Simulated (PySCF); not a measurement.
Ta(NH)(Cl)2(Me) (CH4Cl2NTa), SMILES [CH3][Ta](=[NH])([Cl])[Cl], multiplicity 1.

Geometry optimised at PBE0-D3(BJ)/def2-SVP. The multiplicity is an assumed one; other spin states were not compared. The def2 effective core potentials stand for the cores of Ta; spin–orbit coupling is left out.

These are CAM-B3LYP/def2-TZVP run with PySCF values and carry that method's errors.

Symmetry labels are those of the subgroup Cs that the program uses (full group Cs).

Computed valence orbital energies around the gap with their symmetry:
| orbital | symmetry | energy (eV) |
|---|---|---|
| HOMO−7 | A" | -12.29 |
| HOMO−6 | A' | -11.51 |
| HOMO−5 | A" | -11.46 |
| HOMO−4 | A' | -11.22 |
| HOMO−3 | A" | -10.91 |
| HOMO−2 | A' | -10.37 |
| HOMO−1 | A' | -9.77 |
| HOMO | A" | -9.57 |
| LUMO | A" | -0.94 |
| LUMO+1 | A' | -0.58 |
| LUMO+2 | A' | 0.29 |
| LUMO+3 | A' | 0.77 |
